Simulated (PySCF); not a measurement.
Ge(H)3(SH), SMILES [SH][GeH3] (H₄GeS) at its PBE0/def2-SVP optimised geometry (Å):

```
6

Ge    -0.5019    -0.3360     0.0000
S     -1.2925    -1.2352     1.8823
H     -1.0209    -1.1026    -1.2298
H     -1.0374     1.1026     0.0000
H      1.0374    -0.3360     0.0000
H     -0.7272    -2.4441     1.6719
```

Calculation: PBE0/def2-TZVP in PySCF.

Map of the HOMO amplitude (bohr^(-3/2)) on the plane z = 1.2 Å; orbital energy -7.32 eV, overall sign arbitrary:

```
|#############################|
|#############################|
|#############################|
|#############################|
|#############################|
|#############################|
|#############################|
|#############################|
|#############################|
|#############################|
|#############################|
|#############################|
|###########%%################|
|####***###%%%%%##############|
|##******##%%%%%##############|
|#****++**#%@@@%%#############|
|****++==+*%@@@@%%############|
|***+==---+%@@@@%%############|
|***+=-..:=#@@@@%%############|
|**++=:.  -*%@@@%%############|
|**++=:.  :+#@@@%%############|
|**++=-...:+#%%%%%############|
|***+=--::-+*#%%%%############|
|***++=====+*##%##############|
|#****+++++**#################|
|##*****+****#################|
|###********##################|
|#####*****###################|
|#############################|
```
Scale: ten equal steps from -0.189 (start of ' ') to 0.063 (end of '@'), in the order ' .:-=+*#%@'; x runs from -3.50 to 3.50, y from -3.50 (bottom) to 3.50 (top).
